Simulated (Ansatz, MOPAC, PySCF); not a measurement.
Complex: PH3 (SMILES P) (first 4 atoms) with AsH3 (SMILES [AsH3]); geometry from B3LYP-D3(BJ)/def2-TZVP, rigid monomers moved along the line of their centres of mass till P1···As5 is 3.28 Å.
(charge 0, multiplicity 1):
```xyz
8

P     -0.55176     0.17664     0.27430
H      0.71621    -0.45639     0.25560
H     -1.26417    -1.04837     0.24527
H     -0.59407     0.34278    -1.13507
As    -0.45908    -0.20758     3.52750
H     -1.82281     0.46991     3.56538
H      0.27454     1.12604     3.58597
H     -0.42396    -0.36796     5.04574
```

Interaction energies are E(AB) − E(A) − E(B) at the monomers' geometry in the complex; basis-set methods are counterpoise corrected. Rows marked so take none.

Cores are frozen in the correlated methods. Filled d and f shells under p-block atoms count as core. CBS: X⁻³ extrapolation of the correlation energy, Hartree–Fock from the larger set. Rows in 6-31G* carry no dispersion term and start afresh at each structure (6-31G* with six Cartesian d functions); the Pople sets are all-electron and without relativity. MP2/6-31G* freezes PySCF's default core, which leaves 3d correlated. The state that PM3 reach isn't checked.

Run with Ansatz (a program for electronic structure) with Gaussian orbitals; MOPAC for PM3 (differences of heats of formation); PySCF for 6-31G* rows, the dispersion terms. 

```json
[
 {"level": "PM3", "interaction energy (meV)": "222.4"},
 {"level": "HF/6-31G* (no counterpoise)", "interaction energy (meV)": "133.4"},
 {"level": "r2SCAN-D3(BJ)/def2-TZVPPD", "interaction energy (meV)": "-27.9"},
 {"level": "B3LYP/6-31G* (no counterpoise)", "interaction energy (meV)": "53.8"},
 {"level": "PBE0/def2-TZVPPD", "interaction energy (meV)": "5.3"},
 {"level": "wB97X-V/def2-TZVPPD", "interaction energy (meV)": "-14.1"},
 {"level": "MP2/6-31G*", "interaction energy (meV)": "65.7"},
 {"level": "MP2/def2-TZVPPD", "interaction energy (meV)": "…"},
 {"level": "MP2/CBS(def2-SVPD, def2-TZVPPD)", "interaction energy (meV)": "…"}
]
```

Task: Fill in the missing entries.

Result: 
- MP2/def2-TZVPPD, interaction energy (meV): -10.5
- MP2/CBS(def2-SVPD, def2-TZVPPD), interaction energy (meV): -21.1
